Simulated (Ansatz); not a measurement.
C2H9BOSi can be A, `BCC(O)[SiH3]`, or B, `CBC[SiH2]O`.

Program: Ansatz. Geometries: PBE0-D4/def2-TZVP. ΔE: electronic, gas phase. CCSD(T)/CBS is the MP2 limit (def2-TZVPP, def2-QZVPP) plus CCSD(T) − MP2 in def2-TZVPP, frozen cores. DFT in def2-TZVPP. B3LYP here is the variant with VWN-RPA as its local correlation; programs differ in this. Each species was taken in one conformer, which may not be the lowest.

(1) Which isomer does CCSD(T)/CBS put lower? Give the gap. (Best estimate.)

(2) Give E(B) − E(A) in kJ/mol with B3LYP-D4, CCSD(T)/def2-TZVPP, ωB97M-V, B3LYP, PBE0-D4, r2SCAN-D4, PBE-D4. (Best estimate.)

Largest T1 diagnostic: 0.011.

Results:

(1) The calculation gave: B, by 269.3 kJ/mol.

(2) Ansatz gave: B3LYP-D4 -264.5, CCSD(T)/def2-TZVPP -265.5, ωB97M-V -267.9, B3LYP -266.7, PBE0-D4 -265.1, r2SCAN-D4 -273.9, PBE-D4 -258.5. None reverses the order clearly.

From PBE to PBE0 (25 % exact exchange), in def2-TZVPP and without D4, E(B) − E(A) moves by −6.3 kJ/mol.
